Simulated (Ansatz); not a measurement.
C3H6FNSi can be A, `C=C=C(F)N[SiH3]`, or B, `CC[Si]1(F)C=N1`.

Calculated with Ansatz (gas phase, PBE0-D4/def2-TZVP geometries, no zero-point term in ΔE). CCSD(T)/CBS adds triple-zeta CCSD(T) − MP2 to the extrapolated MP2 energy (def2 sets, frozen cores). Functionals use def2-TZVPP. B3LYP here is the variant with VWN-RPA as its local correlation; programs differ in this. Each species was taken in one conformer, which may not be the lowest.

(1) Which is lower in electronic energy at CCSD(T)/CBS, and by how much? (Estimate.)

(2) Give E(B) − E(A) in kcal/mol with B3LYP-D4, CCSD/def2-TZVPP, MP2/def2-TZVPP, B3LYP, B2PLYP, PBE-D4, PBE0-D4. (Best estimate.)

Largest T1 diagnostic: 0.013.

Answers

(1) Computed: B, by 56.3 kcal/mol.

(2) Computed: B3LYP-D4 -48.8, CCSD/def2-TZVPP -55.2, MP2/def2-TZVPP -59.1, B3LYP -48.5, B2PLYP -52.8, PBE-D4 -49.9, PBE0-D4 -52.9. None reverses the order clearly.

From PBE to PBE0 (25 % exact exchange), in def2-TZVPP and without D4, E(B) − E(A) moves by −3.1 kcal/mol. In def2-TZVPP, CCSD(T) changes the Hartree–Fock value by −3.6 kcal/mol (the triples alone add +0.1 kcal/mol) and MP2 by −7.6 kcal/mol.
